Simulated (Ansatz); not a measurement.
Species: C2H2N2O, SMILES `N#CNC=O` (charge 0, multiplicity 1), formula C₂H₂N₂O.

Problem. How many basis functions does Ansatz (a program for electronic structure) with frozen-core CCSD(T)/cc-pVTZ // PBE-D3(BJ)/def2-TZVP use, how many core orbitals are frozen, and how many electrons are correlated?

Solution. 178 basis functions and 5 frozen orbitals, which leaves 26 correlated electrons. Core time is of the order of minutes.
